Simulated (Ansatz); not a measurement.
C2H6OSSi can be A, `C=C(O)S[SiH3]`, or B, `C[Si]1(S)CO1`.

Isolated molecules relaxed with PBE0-D4/def2-TZVP in Ansatz; ΔE leaves out vibrations. CCSD(T)/CBS adds triple-zeta CCSD(T) − MP2 to the extrapolated MP2 energy (def2 sets, frozen cores). DFT in def2-TZVPP. B3LYP here is the variant with VWN-RPA as its local correlation; programs differ in this. One conformer a species, not always the lowest.

Problem. Which is lower in electronic energy at CCSD(T)/CBS, and by how much? (Best estimate.)

Solution. The calculation gave: B, by 121.1 kJ/mol.

Problem. Give E(B) − E(A) in kJ/mol with PBE-D4, ωB97M-V, CCSD(T)/def2-TZVPP, B2PLYP, B3LYP, CCSD/def2-TZVPP, MP2/def2-TZVPP. (An estimate is asked.)

Solution. Ansatz gave: PBE-D4 -115.8, ωB97M-V -124.3, CCSD(T)/def2-TZVPP -120.2, B2PLYP -119.4, B3LYP -113.6, CCSD/def2-TZVPP -122.2, MP2/def2-TZVPP -128.3. None reverses the order clearly.

Largest T1 diagnostic: 0.012.

From PBE to PBE0 (25 % exact exchange), in def2-TZVPP and without D4, E(B) − E(A) moves by −5.3 kJ/mol. In def2-TZVPP, CCSD(T) changes the Hartree–Fock value by −15.5 kJ/mol (the triples alone add +2.0 kJ/mol) and MP2 by −23.6 kJ/mol.
